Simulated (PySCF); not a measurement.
NbO2F, SMILES [O]=[Nb](=[O])[F], multiplicity 1.

Coordinates come from a PBE-D3(BJ)/def2-TZVP optimisation. The multiplicity is an assumed one; other spin states were not compared. The def2 effective core potentials stand for the cores of Nb; spin–orbit coupling is left out.

Two levels are set side by side: TDA-PBE/def2-SVPD (PySCF) and TDA-PBE0/def2-SVPD (PySCF). Vertical, same geometry. The lowest singlet is HOMO→LUMO 100 % with PBE and HOMO→LUMO 98 % with the other functional; states are paired by order. Differences are taken from unrounded values.

```csv
quantity,TDA-PBE0,TDA-PBE,TDA-PBE minus TDA-PBE0
lowest singlet excitation (eV),3.06,2.44,-0.63
lowest triplet excitation (TDA) (eV),2.93,2.32,-0.61
```

A lower first singlet is the usual sign of a functional without exact exchange. Differences between two approximate levels are no errors against the true value.

Rough cost on one machine, each run with all the roots and properties that it gave: TDA-PBE0 against TDA-PBE within a factor of 2.
